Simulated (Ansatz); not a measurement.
`NCCC=O` and `O=C[CH2][ZnH]` differ in one atom or group.

Ansatz, PBE0-D4/def2-TZVP geometries, multiplicity 1. Each molecule was computed in one conformer, which needn't be the lowest.

Scalar relativity is left out up to krypton.

| property | `NCCC=O` |
| --- | --- |
| size of the dipole moment (PBE/def2-TZVPP) / D | 2.74 |
| HOMO–LUMO gap (PBE/def2-TZVPP) / eV | 3.81 |
| size of the dipole moment (ωB97M-V/def2-TZVPP) / D | 2.81 |
| LUMO energy (PBE/def2-TZVPP) / eV | -1.91 |
| LUMO energy (B3LYP/def2-TZVPP) / eV | -1.00 |
| LUMO energy (ωB97M-V/def2-TZVPP) / eV | 1.61 |

Question: Give the same properties after the change, and the shifts. (An estimate is asked.)

Answer: Ansatz gave: 
```json
{"property": "size of the dipole moment (PBE/def2-TZVPP) / D", "`O=C[CH2][ZnH]`": "3.10", "shift": "0.36"}
{"property": "HOMO–LUMO gap (PBE/def2-TZVPP) / eV", "`O=C[CH2][ZnH]`": "3.62", "shift": "-0.19"}
{"property": "size of the dipole moment (ωB97M-V/def2-TZVPP) / D", "`O=C[CH2][ZnH]`": "3.27", "shift": "0.46"}
{"property": "LUMO energy (PBE/def2-TZVPP) / eV", "`O=C[CH2][ZnH]`": "-1.93", "shift": "-0.02"}
{"property": "LUMO energy (B3LYP/def2-TZVPP) / eV", "`O=C[CH2][ZnH]`": "-1.33", "shift": "-0.33"}
{"property": "LUMO energy (ωB97M-V/def2-TZVPP) / eV", "`O=C[CH2][ZnH]`": "0.45", "shift": "-1.16"}
```

With PBE0 the HOMO rises by 0.17 eV and the LUMO falls by 0.35 eV, so the gap narrows by about 0.52 eV. PBE moves the HOMO by 0.18 eV and ωB97M-V by 0.21 eV. Dipoles are sizes alone; their direction can turn.

B3LYP here is the variant with VWN-RPA as its local correlation; programs differ in this.
